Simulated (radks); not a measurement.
Results of a calculation; reference values are marked as such.
All-electron atom: the bromine ion Br2+ in [Ar] 3d10 4s2 4p3.

Code: a radial shooting solver on a logarithmic mesh with Libxc functionals. Model: scalar-relativistic Kohn-Sham, r2SCAN, spin-polarised, spherical densities, finite nucleus; open shells are filled with parallel spins first; meta-GGA in the generalised Kohn-Sham scheme; Fermi nuclear charge, rms radius 4.1629 fm; hard spherical wall at 4 bohr.

Energy parts (hartree):
| part | energy |
|---|---|
| total | -2605.57422 |
| kinetic | 2662.63867 |
| electron-nucleus | -6256.44400 |
| Hartree | 1080.17489 |
| exchange-correlation | -91.94379 |

Orbitals (lengths in bohr, moments of r in powers of bohr):
1s up: occ. 1; eigenvalue (hartree) -491.5505; <r^4> 0.00001565; <r^2> 0.002462; <1/r> 35.65
1s down: occ. 1; eigenvalue (hartree) -491.5370; <r^4> 0.00001564; <r^2> 0.002462; <1/r> 35.65
2s up: occ. 1; eigenvalue (hartree) -65.03983; <r^4> 0.003098; <r^2> 0.04229; <1/r> 7.914
2s down: occ. 1; eigenvalue (hartree) -65.03748; <r^4> 0.003097; <r^2> 0.04228; <1/r> 7.914
2p up: occ. 3; eigenvalue (hartree) -57.38804; <r^4> 0.002254; <r^2> 0.03350; <1/r> 7.730
2p down: occ. 3; eigenvalue (hartree) -57.37808; <r^4> 0.002254; <r^2> 0.03350; <1/r> 7.729
3s up: occ. 1; eigenvalue (hartree) -9.81233; <r^4> 0.1926; <r^2> 0.3481; <1/r> 2.600
3s down: occ. 1; eigenvalue (hartree) -9.80092; <r^4> 0.1920; <r^2> 0.3481; <1/r> 2.598
3p up: occ. 3; eigenvalue (hartree) -7.36625; <r^4> 0.2347; <r^2> 0.3718; <1/r> 2.442
3p down: occ. 3; eigenvalue (hartree) -7.35241; <r^4> 0.2322; <r^2> 0.3710; <1/r> 2.442
3d up: occ. 5; eigenvalue (hartree) -3.33814; <r^4> 0.4118; <r^2> 0.4333; <1/r> 2.150
3d down: occ. 5; eigenvalue (hartree) -3.31870; <r^4> 0.3898; <r^2> 0.4258; <1/r> 2.157
4s up: occ. 1; eigenvalue (hartree) -1.59312; <r^4> 11.56; <r^2> 2.812; <1/r> 0.8308
4s down: occ. 1; eigenvalue (hartree) -1.42656; <r^4> 11.51; <r^2> 2.796; <1/r> 0.8391
4p up: occ. 3; eigenvalue (hartree) -1.06185; <r^4> 17.28; <r^2> 3.485; <1/r> 0.7301
4p down: occ. 0; eigenvalue (hartree) -0.89180; <r^4> 17.20; <r^2> 3.467; <1/r> 0.7352
4d up: occ. 0; eigenvalue (hartree) -0.28579; <r^4> 31.20; <r^2> 4.860; <1/r> 0.5991
4d down: occ. 0; eigenvalue (hartree) -0.10742; <r^4> 30.64; <r^2> 4.805; <1/r> 0.6022
5s up: occ. 0; eigenvalue (hartree) 0.08025; <r^4> 53.94; <r^2> 6.428; <1/r> 0.5953
5s down: occ. 0; eigenvalue (hartree) 0.25072; <r^4> 52.82; <r^2> 6.336; <1/r> 0.6090
5p up: occ. 0; eigenvalue (hartree) 0.43698; <r^4> 55.76; <r^2> 6.415; <1/r> 0.6149
5p down: occ. 0; eigenvalue (hartree) 0.62133; <r^4> 54.42; <r^2> 6.311; <1/r> 0.6286

The highest occupied level is 4p up at -28.895 eV. The electron density at the nucleus is 4.496e+04 e/bohr^3 (large components only). Spin moment in Bohr magnetons: 3. The density falls to 0.001 e/bohr^3 at r = 3.34 bohr. Summed over all electrons, <r^2> = 23.57 bohr^2, which gives a Langevin (diamagnetic) susceptibility term of -18.7 x 10^-6 cm^3/mol.
